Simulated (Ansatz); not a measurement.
Start from `[O]=[Mo]([OH])([Cl])([Cl])[Cl]` and change one atom or group to get `[O]=[Mo]([Cl])([Cl])([Cl])[Cl]`.

Ansatz, PBE0-D4/def2-TZVP geometries, multiplicity 1. Each molecule was computed in one conformer, which needn't be the lowest.

Elements past krypton have def2 core potentials.

```
                                                                                  property  `[O]=[Mo]([OH])([Cl])([Cl])[Cl]`
                                                       HOMO–LUMO gap (PBE/def2-TZVPP) / eV                              1.90
                                                         LUMO energy (PBE/def2-TZVPP) / eV                             -5.43
                                                        LUMO energy (PBE0/def2-TZVPP) / eV                             -4.89
                                                        HOMO energy (PBE0/def2-TZVPP) / eV                             -8.70
ideal-gas entropy at 298 K and 1 bar (rigid rotor, harmonic PBE0-D4/def2-TZVP) / J/(mol·K)                               400
                                                     LUMO energy (ωB97M-V/def2-TZVPP) / eV                             -2.87
```

(1) Give the same properties after the change, and the shifts. (An estimate is asked.)

Answers

(1) Ansatz gave: 
| property | `[O]=[Mo]([Cl])([Cl])([Cl])[Cl]` | shift |
| --- | --- | --- |
| HOMO–LUMO gap (PBE/def2-TZVPP) / eV | 1.49 | -0.41 |
| LUMO energy (PBE/def2-TZVPP) / eV | -6.06 | -0.63 |
| LUMO energy (PBE0/def2-TZVPP) / eV | -5.59 | -0.70 |
| HOMO energy (PBE0/def2-TZVPP) / eV | -8.88 | -0.18 |
| ideal-gas entropy at 298 K and 1 bar (rigid rotor, harmonic PBE0-D4/def2-TZVP) / J/(mol·K) | 385 | -15 |
| LUMO energy (ωB97M-V/def2-TZVPP) / eV | -3.67 | -0.80 |

With PBE0 the HOMO falls by 0.18 eV and the LUMO falls by 0.70 eV, so the gap narrows by about 0.52 eV. PBE moves the HOMO by -0.22 eV and ωB97M-V by -0.16 eV. The zero-point energy changes by -31.4 kJ/mol with -3 modes. Modes under 60 cm⁻¹, often nearly free rotors, make the harmonic entropy too high.
